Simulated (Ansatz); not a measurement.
Abridged output of a molecular run in Ansatz:

```
Functional definition: HF
  name "HF"
  cite "Fock, Z. Phys. 61, 126 (1930) doi:10.1007/BF01340294"
  parent pbe
  exchange = exact_x
  correlation = 0
1525 factors; integrals over basis functions are off by at most 1.0e-3 eV
mean field evaluation 1: about -81648.7893 eV, gradient 4.6e1 eV
mean field evaluation 2: about -81649.0337 eV, gradient 4.7e1 eV
mean field evaluation 4: about -81653.1588 eV, gradient 3.5e0 eV
mean field evaluation 8: about -81653.2175 eV, gradient 3.1e-1 eV
mean field -81653.21785013 eV, -3000.7004094535 hartree, gradient 3.6e-6 eV, S^2 0.000000; 0 other end points of the search recorded, 0 dependent functions left out
21 core orbitals not correlated: weight in the atoms' cores, before any rotation towards them, 1.000 or more for the frozen orbitals, at most 0.000 for the correlated occupied ones
reference -81653.21785013 eV, -3000.7004094535 hartree; 21, 21 occupied and 208, 208 virtual orbitals, 1525 factors
second order -28.42291569 eV of doubles, -0.00000000 eV of singles
cycle   1  -28.48610189 eV  change   -6.3e-2 eV  update   1.2e-1
cycle   2  -29.22384487 eV  change   -7.4e-1 eV  update   3.6e-2
cycle   3  -29.38351652 eV  change   -1.6e-1 eV  update   1.8e-2
cycle   4  -29.36438793 eV  change    1.9e-2 eV  update   3.7e-3
cycle   5  -29.36141764 eV  change    3.0e-3 eV  update   1.6e-3
cycle   6  -29.36244313 eV  change   -1.0e-3 eV  update   4.4e-4
cycle   7  -29.36224970 eV  change    1.9e-4 eV  update   1.7e-4
cycle   8  -29.36216592 eV  change    8.4e-5 eV  update   5.2e-5
cycle   9  -29.36218850 eV  change   -2.3e-5 eV  update   1.9e-5
perturbative correction -1.03868624 eV, -0.0381710153 hartree
Total energy: -81683.61872487 eV, -3001.8176209936 hartree
```

Its atoms:

Z-matrix (Å, degrees):
```
Ge
Cl 1 2.125
O 1 1.736 2 109.9
F 1 1.724 2 106.0 3 115.6
H 1 1.520 2 112.8 3 -124.3
Si 3 1.651 1 136.5 2 57.0
H 6 1.485 3 110.4 1 -22.0
H 6 1.482 3 107.6 1 -142.1
H 6 1.483 3 109.4 1 98.7
```

Problem. Which basis set was used?
A. cc-pV(Q+d)Z
B. def2-QZVPP
C. def2-TZVPP
D. def2-SVPD

Solution. C. It gives 250 functions.

Problem. Write the keys of the input that set method, charge and spin (a neutral closed shell needs none for the last two).

Solution. 
```yaml
correlation: {method: ccsd_t}
```
